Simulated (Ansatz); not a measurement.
Relaxation of Cl₄H₂OTi (8 atoms, charge 0, multiplicity 1), to a largest force component of 0.03 eV/Å in at most 50 steps.

Theory: RKS PBE-D4/def2-SVP (Ansatz).

```xyz
8
Properties=species:S:1:pos:R:3:forces:R:3
Ti -0.096 0.092 -0.037 -0.04 -0.04 1.57
O -0.118 0.031 1.831 0.11 -0.08 -1.54
H -0.931 0.210 2.342 0.01 0.01 -0.01
Cl 1.927 0.325 -0.811 0.00 0.00 0.00
Cl -1.251 1.861 -0.581 0.00 0.00 0.00
Cl -1.159 -1.613 -0.888 0.01 0.00 0.00
Cl 1.697 -2.659 1.366 -0.39 0.64 0.59
H 1.143 -1.745 2.172 0.30 -0.53 -0.61
```

Task: Where does it end, and by what steps?

Result: The forces met the threshold. After 6 steps the energy has fallen by 0.113 eV; Cl7 moved furthest, 0.30 Å.

| step | energy less start (eV) | largest force component (eV/Å) | accepted |
| --- | --- | --- | --- |
| 0 | 0.0000 | 1.567 | yes |
| 1 | -0.0808 | 0.587 | yes |
| 2 | -0.0952 | 0.488 | yes |
| 3 | -0.0368 | 1.805 | no |
| 4 | -0.1082 | 0.277 | yes |
| 5 | -0.1126 | 0.031 | yes |
| 6 | -0.1131 | 0.019 | yes |

```xyz
8
Properties=species:S:1:pos:R:3
Ti -0.131 0.109 -0.074
O -0.093 -0.088 1.703
H -0.739 0.149 2.395
Cl 1.900 0.337 -0.833
Cl -1.300 1.905 -0.488
Cl -1.135 -1.601 -0.984
Cl 1.703 -2.684 1.669
H 1.008 -1.627 2.004
```

Whether the end is a true minimum wasn't checked by a vibrational analysis.

Time of the run: 16 s on 4 threads of Arm Neoverse V1, on a shared host, peak memory 0.21 GiB.
